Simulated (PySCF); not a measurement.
PySCF job for GeClI, SMILES [Cl][Ge][I] (connectivity only; charge and spin as stated), neutral, multiplicity 1, IEF-PCM-B3LYP/def2-SVP. Geometry optimised at B3LYP-D3(BJ)/def2-TZVP. The def2 effective core potentials stand for the cores of I; spin–orbit coupling is left out.

```python
import numpy as np
from pyscf import gto, scf, dft
from pyscf.solvent import pcm

mol = gto.M(
    atom='''
    Ge    0.81667970   -1.03745529    0.00000000
    Cl   -1.01601056   -2.26360765    0.00000000
    I    -0.16719945    1.35245093    0.00000000
    ''',
    basis='def2-SVP',
    ecp={'I': 'def2-svp'},
    charge=0,
    spin=0,
    max_memory=1600,
    verbose=3,
)
mf = dft.RKS(mol, xc='b3lyp').density_fit(auxbasis='def2-universal-jkfit')
mf.grids.level = 3
mf.conv_tol = 1e-9
mf.max_cycle = 100
mf.kernel()
res = {}
for name, eps in {'water': 78.355, 'dimethylsulfoxide': 46.826, 'ethylethanoate': 5.9867}.items():
    s = mf.PCM()
    s.with_solvent.method, s.with_solvent.eps, s.with_solvent.lebedev_order = 'IEF-PCM', eps, 29
    s.kernel(mf.make_rdm1())
    res[name] = (s.e_tot, eps, s.dip_moment(), s.mo_energy, s.converged)
    print(f'{name}: electrostatic solvation free energy {(s.e_tot - mf.e_tot) * 627.509474:.3f} kcal/mol')
```

It prints:

```
converged SCF energy = -2834.7357062831

WARN: PCM is an experimental feature. It is still in testing.
Features and APIs may be changed in the future.

converged SCF energy = -2834.73955576873
Dipole moment(X, Y, Z, Debye):  2.47517, -0.96339,  0.00000
water: electrostatic solvation free energy -2.416 kcal/mol

WARN: PCM is an experimental feature. It is still in testing.
Features and APIs may be changed in the future.

converged SCF energy = -2834.73949629392
Dipole moment(X, Y, Z, Debye):  2.46312, -0.95691, -0.00000
dimethylsulfoxide: electrostatic solvation free energy -2.378 kcal/mol

WARN: PCM is an experimental feature. It is still in testing.
Features and APIs may be changed in the future.

converged SCF energy = -2834.73860131354
Dipole moment(X, Y, Z, Debye):  2.28472, -0.86146, -0.00000
ethylethanoate: electrostatic solvation free energy -1.817 kcal/mol
```

The run converged.

Cost: about 19 core-seconds (a rough figure).
